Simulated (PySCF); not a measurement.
## How methods differ on the ionisation energy of Zn²⁺

Zn²⁺ [Ar] 3d10 (1S) → Zn³⁺ [Ar] 3d9 (2D), as a difference of total energies. All numbers are calculated (PySCF 2.14, scalar relativity by spin-free X2C-1e, in x2c-TZVPall (6s5p4d1f, 48 functions)). Correlated levels: valence: [Ar] frozen. The calculations carry no spin-orbit coupling.

```json
{"method": "UHF", "ionisation energy (eV)": "37.031"}
{"method": "TPSS", "ionisation energy (eV)": "39.775"}
{"method": "PBE0", "ionisation energy (eV)": "39.669"}
{"method": "MP2 (valence)", "ionisation energy (eV)": "39.651"}
{"method": "SCS-MP2 (valence)", "ionisation energy (eV)": "39.330"}
```

Q: How much does correlation contribute at MP2 (valence)?

A: 39.651 − (37.031) = 2.620 eV, measured against UHF.

The reference lies between the lowest fine-structure levels, while these numbers refer to the centres of the terms.

Errors of the correlated levels include the incompleteness of this basis and the frozen core.

For comparison: 39.723 eV (measured; NIST Atomic Spectra Database, ionization energies).
